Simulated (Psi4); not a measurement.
Pair of molecules: CH3Cl (SMILES CCl) (first 5 atoms) with CHN (SMILES C#N); geometry from B3LYP-D3(BJ)/def2-TZVP, rigid monomers moved along the line of their centres of mass till H5···N7 is 3.65 Å.
(charge 0, multiplicity 1):
```xyz
8

C      0.542    -0.460     1.100
Cl    -1.004     0.406     1.419
H      0.304    -1.393     0.600
H      1.154     0.174     0.466
H      1.029    -0.642     2.053
C      0.327     0.024     5.614
N      1.336    -0.516     5.686
H     -0.611     0.525     5.525
```

All values below come from Psi4 with SAPT0/jun-cc-pV(D+d)Z.

Task: Give the four SAPT terms and the total, and say what mostly holds the pair together.

Result: electrostatics -1.40, exchange 0.12, induction -0.09, dispersion -0.32, total -1.69 kcal/mol; the largest attraction is electrostatics.
